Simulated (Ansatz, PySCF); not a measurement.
Process, species as SMILES: COBOC + 4 [H][H] (H2) -> B (BH3) + 2 C (CH4) + 2 O (H2O)
Structures are relaxed separately at B3LYP-D3(BJ)/def2-TZVP in Ansatz (an electronic-structure program), one conformer each, not searched for the lowest. Frequencies are from Ansatz or PySCF.
Geometry of the first species:
SMILES: B(OC)OC
```xyz
12

B      0.1629     0.7393     0.2257
O      0.7528    -0.4510    -0.0634
C      2.1594    -0.6318     0.0074
O     -1.1821     0.8705     0.1461
C     -2.0056    -0.2281    -0.2401
H      0.8032     1.6932     0.5545
H      2.6654     0.2863     0.3142
H      2.5289    -0.9350    -0.9732
H      2.3807    -1.4214     0.7269
H     -1.7481    -0.5755    -1.2423
H     -1.8962    -1.0615     0.4562
H     -3.0366     0.1207    -0.2301
```
Charge 0, spin multiplicity 1.

Property: energy of full hydrogenation (0 K, with B3LYP-D3(BJ) harmonic zero-point energies), in kcal/mol. Cores are frozen in the correlated levels unless marked. Spin-orbit coupling is left out. Non-relativistic. CBS(X,Y): correlation extrapolated as X^-3; Hartree-Fock from the larger set. [CCSD(T)-MP2]/basis is that difference in the basis named.

| level | program | energy of full hydrogenation (kcal/mol) |
|---|---|---|
| HF-D3(BJ)/def2-TZVPD | PySCF + dftd3 | 14.0 |
| HF-D4/def2-TZVPD | PySCF + dftd4 | 14.1 |
| PBE0/def2-SVP | Ansatz | 24.9 |
| PBE0-D4/def2-TZVPD | Ansatz + dftd4 | 13.8 |
| BHLYP/def2-TZVPD | Ansatz | ___ |
| HSE06-D4/def2-TZVPD | Ansatz + dftd4 | 13.8 |
| HSE06/def2-TZVPD | Ansatz | 11.8 |
| CAM-B3LYP/def2-TZVPD | Ansatz | 14.5 |
| B2GP-PLYP-D4/def2-TZVPD | Ansatz + dftd4 | ___ |
| CCSD(T) with core electrons/cc-pwCVTZ | Ansatz | ___ |
| RI-MP2/CBS(cc-pVTZ,cc-pVQZ)+[CCSD(T)-MP2]/cc-pVTZ | Ansatz | ___ |

Task: Complete the blanks.

Result: 
- BHLYP/def2-TZVPD, energy of full hydrogenation (kcal/mol): 10.9
- B2GP-PLYP-D4/def2-TZVPD, energy of full hydrogenation (kcal/mol): 16.1
- CCSD(T) with core electrons/cc-pwCVTZ, energy of full hydrogenation (kcal/mol): 17.0
- RI-MP2/CBS(cc-pVTZ,cc-pVQZ)+[CCSD(T)-MP2]/cc-pVTZ, energy of full hydrogenation (kcal/mol): 13.0
